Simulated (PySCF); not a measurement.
SbF2, SMILES [F][Sb+][F] (connectivity only; charge and spin as stated), charge +1, multiplicity 1.

The structure is a stationary point at B3LYP-D3(BJ)/def2-TZVP. The spin state was assumed, not searched. The isomer is the one that the SMILES or the coordinates give; other isomers of the formula were not compared. The def2 effective core potentials stand for the cores of Sb; spin–orbit coupling is left out.

These are PySCF with PBE/def2-TZVPD values and carry that method's errors.

Symmetry labels are those of the subgroup C2v that the program uses (full group C2v).

Computed valence orbital energies around the gap with their symmetry:
```tsv
orbital	symmetry	energy (eV)
HOMO−7	B2	-35.45
HOMO−6	A1	-21.89
HOMO−5	B2	-18.15
HOMO−4	A1	-17.30
HOMO−3	B1	-17.29
HOMO−2	A2	-16.62
HOMO−1	B2	-16.29
HOMO	A1	-15.91
LUMO	B1	-11.70
LUMO+1	B2	-8.89
LUMO+2	A1	-8.23
LUMO+3	A1	-4.50
```
